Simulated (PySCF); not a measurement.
SMILES C#CCC[SiH3] (C₄H₈Si) (GFN2-xTB optimised geometry):

```
13

C      2.138    -1.983     0.025
C      1.748    -0.852     0.014
C      1.225     0.499     0.000
C     -0.307     0.499     0.000
Si    -1.037     2.255     0.000
H      2.497    -2.969     0.040
H      1.599     1.032     0.880
H      1.599     1.014    -0.890
H     -0.659    -0.053     0.874
H     -0.659    -0.055    -0.873
H     -2.497     2.168     0.001
H     -0.577     2.969    -1.194
H     -0.575     2.968     1.194
```

Calculation: PBE/def2-TZVP run with PySCF.

Problem. What are the frontier orbital energies and the dipole moment?

Solution. HOMO-2 -7.79 eV, HOMO-1 -6.55 eV, HOMO -6.50 eV, LUMO -0.43 eV, LUMO+1 0.20 eV; dipole moment 0.25 D.

Meta-Löwdin charges at PBE/def2-TZVP: C1 -0.24, C2 -0.02, C3 -0.20, C4 -0.42, Si5 0.43, H6 0.17, H7 0.14, H8 0.14, H9 0.13, H10 0.13, H11 -0.08, H12 -0.08, H13 -0.08.
